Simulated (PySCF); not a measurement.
C9H14O.
SMILES with atom numbers: `[CH2:1]=[C:2]1[CH2:3][C@@H:4]([CH3:5])[C@@H:6]([C:7]([CH3:8])=[O:9])[CH2:10]1` (hydrogens: H11, H12 on C1; H13, H14 on C3; H15 on C4; H16, H17, H18 on C5; H19 on C6; H20, H21, H22 on C8; H23, H24 on C10)

The same species was optimised twice, with GFN2-xTB and with PBE0-D3(BJ)/def2-SVP (PySCF), and the same property calculations (PySCF, gas phase) were run on both structures.

```tsv
coordinate	GFN2-xTB	PBE0-D3(BJ)/def2-SVP	change
C1=C2 (Å)	1.320	1.334	+0.014
C2–C10 (Å)	1.504	1.513	+0.009
C2–C3 (Å)	1.505	1.512	+0.007
C4–C6 (Å)	1.549	1.555	+0.006
C7=O9 (Å)	1.205	1.208	+0.003
C6–C10 (Å)	1.532	1.529	-0.003
C4–C5 (Å)	1.526	1.524	-0.002
C3–C4 (Å)	1.532	1.533	+0.001
C7–C8 (Å)	1.509	1.508	-0.001
C6–C7 (Å)	1.515	1.516	+0.001
C6–C7–C8 (°)	114.4	116.3	+1.9
C6–C7–O9 (°)	123.1	122.0	-1.1
C3–C4–C6 (°)	102.4	101.4	-1.0
C7–C6–C10 (°)	113.4	114.3	+0.9
C3–C4–C5 (°)	110.9	111.8	+0.9
C8–C7–O9 (°)	122.5	121.7	-0.8
C3–C2–C10 (°)	108.8	108.2	-0.6
C5–C4–C6 (°)	112.4	113.0	+0.6
C4–C6–C7–C8 (°)	-79	-75	+4
```

Rotational constants: A = 2421, B = 930.7, C = 819.8 MHz (GFN2-xTB) against A = 2406, B = 922.5, C = 809.8 MHz (PBE0-D3(BJ)/def2-SVP). Point groups within 0.08 Å: C1 and C1.

On the GFN2-xTB structure: HOMO (eV) -6.94 [PBE0/pcSseg-1]; LUMO (eV) -0.37 [PBE0/pcSseg-1]; dipole (D) 2.92 [PBE0/pcSseg-1]; GIAO shielding of C1 (ppm) 72.9 [PBE0/pcSseg-1]; GIAO shielding of C2 (ppm) 27.8 [PBE0/pcSseg-1]; GIAO shielding of C3 (ppm) 140.5 [PBE0/pcSseg-1]; GIAO shielding of C4 (ppm) 146.1 [PBE0/pcSseg-1]; GIAO shielding of C5 (ppm) 168.8 [PBE0/pcSseg-1]; GIAO shielding of C6 (ppm) 128.5 [PBE0/pcSseg-1]; GIAO shielding of C7 (ppm) -25.9 [PBE0/pcSseg-1]; GIAO shielding of C8 (ppm) 154.3 [PBE0/pcSseg-1].

Problem. What do these properties become on the PBE0-D3(BJ)/def2-SVP structure?

Solution. 
```tsv
property	level	on GFN2-xTB	on PBE0-D3(BJ)/def2-SVP	change
HOMO (eV)	PBE0/pcSseg-1	-6.94	-6.92	+0.02
LUMO (eV)	PBE0/pcSseg-1	-0.37	-0.40	-0.03
dipole (D)	PBE0/pcSseg-1	2.92	2.93	+0.01
energy, GFN2-xTB geometry as zero (kcal/mol)	PBE0/pcSseg-1	0.0	-0.8	-0.8
GIAO shielding of C1 (ppm)	PBE0/pcSseg-1	72.9	69.4	-3.5
GIAO shielding of C2 (ppm)	PBE0/pcSseg-1	27.8	25.4	-2.4
GIAO shielding of C3 (ppm)	PBE0/pcSseg-1	140.5	138.4	-2.1
GIAO shielding of C4 (ppm)	PBE0/pcSseg-1	146.1	144.4	-1.7
GIAO shielding of C5 (ppm)	PBE0/pcSseg-1	168.8	168.0	-0.8
GIAO shielding of C6 (ppm)	PBE0/pcSseg-1	128.5	127.5	-1.0
GIAO shielding of C7 (ppm)	PBE0/pcSseg-1	-25.9	-26.6	-0.7
GIAO shielding of C8 (ppm)	PBE0/pcSseg-1	154.3	153.4	-0.9
```

The heavy atoms differ by 0.036 Å rms after alignment. Among bonds between heavy atoms C1=C2 changes most (+0.014 Å). Changes are differences of the printed values. Neither structure is proved a minimum here.
